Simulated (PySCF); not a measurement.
Sb(Cl)2(OMe) (CH3Cl2OSb), SMILES C[O][Sb]([Cl])[Cl].

Geometry optimised at B3LYP-D3(BJ)/def2-SVP. The def2 effective core potentials stand for the cores of Sb; spin–orbit coupling is left out. One conformer was computed; it need not be the lowest.

Calculation: PySCF with PBE/def2-TZVP.

The molecule is in vacuum.

| Item | Value |
|---|---|
| total energy | -1275.45371 hartree |
| point group | Cs |
| highest occupied level | -6.95 eV |
| lowest empty level | -2.60 eV |
| orbital gap | 4.35 eV |
| dipole moment | 1.78 D |
| quadrupole, principal values (traceless, Buckingham form, about the centre of nuclear charge) | -5.59, -4.00, 9.59 D·Å |
| mean static polarisability | 81.5 bohr³ (12.07 Å³) |
| polarisability, principal values | 73.4, 82.4, 88.5 bohr³ |
